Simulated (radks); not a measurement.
The numbers below are computed, except where a source is named.
All-electron atom: Nd59+ in 1s1.

Level of theory: Dirac Kohn-Sham, PBE, spin-unpolarised, spherical densities, finite nucleus; Fermi nuclear charge, rms radius 4.9123 fm (a radial shooting solver on a logarithmic mesh with Libxc functionals).

Energy parts (eV):
part                      energy
total                  -51479.68
kinetic                 57239.31
electron-nucleus      -108817.10
Hartree                   550.48
exchange-correlation     -452.37

Orbitals (lengths in bohr, moments of r in powers of bohr; r(max) is where P^2 peaks; r(90%) holds 90 % of the orbital's charge):
| orbital | occ. | eigenvalue (eV) | r(90%) | <r^2> | r(max) | small-component weight |
|---|---|---|---|---|---|---|
| 1s1/2 | 1 | -51046.84 | 0.0421 | 0.0007409 | 0.01499 | 5.04e-02 |

The highest occupied level is 1s1/2 at -51047 eV. The electron density at the nucleus is 1.981e+05 e/bohr^3. The density falls to 0.001 e/bohr^3 at r = 0.15 bohr. Summed over all electrons, <r^2> = 0.0007409 bohr^2, which gives a Langevin (diamagnetic) susceptibility term of -0.000587 x 10^-6 cm^3/mol.
